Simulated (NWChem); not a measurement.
System: BF$_{2}$, doublet; SMILES F[B]F

In the optimisation the excess spin sits in a1 (C2v, its own frame).

Question: Give the equilibrium geometry at PBE0/def2-SVP, spin-unrestricted (NWChem) as an XYZ file, with the point group.

Answer: point group C2v; any orientation.
```
3

F      1.1366     0.0000    -0.1317
B      0.0000     0.0000     0.5129
F     -1.1366     0.0000    -0.1317
```
